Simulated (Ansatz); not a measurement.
Al₂H₄Cl₂⁺, that is (H2Al-mu-Cl)2 with one electron fewer. Charge 1, multiplicity 2. Geometry r2SCAN-D4/def2-SVP, that of the neutral singlet; atoms count from 1.

```xyz
8

Al   -0.9282   -0.6914    1.1730
H    -2.4812   -0.7224    0.9096
H    -0.1548   -1.2448    2.4290
Cl   -0.1584    1.4567    0.7332
Al    0.9285    0.6913   -1.1728
H     2.4799    0.7172   -0.8997
H     0.1647    1.2480   -2.4333
Cl    0.1495   -1.4547   -0.7391
```

(1) Estimate the Mulliken populations from the PBE0/def2-TZVP orbitals of Ansatz.

(2) Where does the spin sit?

(3) And the Mayer bond orders between heavy atoms (over 0.3)?

## Answers

(1) 
```csv
atom,charge (e),spin (α − β)
Al1,0.47,0.04
H2,0.05,0.18
H3,0.05,0.18
Cl4,-0.08,0.10
Al5,0.47,0.04
H6,0.05,0.18
H7,0.05,0.18
Cl8,-0.08,0.10
```
Mulliken values depend strongly on the basis.

(2) Summed by element: Al 0.08, H 0.72, Cl 0.20, of 1 unpaired in all. Largest on single atoms: H6 0.18, H3 0.18, H7 0.18.

(3) Al1–Cl4 0.69 (2.32 Å); Al1–Cl8 0.69 (2.32 Å); Cl4–Al5 0.69 (2.32 Å); Al5–Cl8 0.69 (2.32 Å).
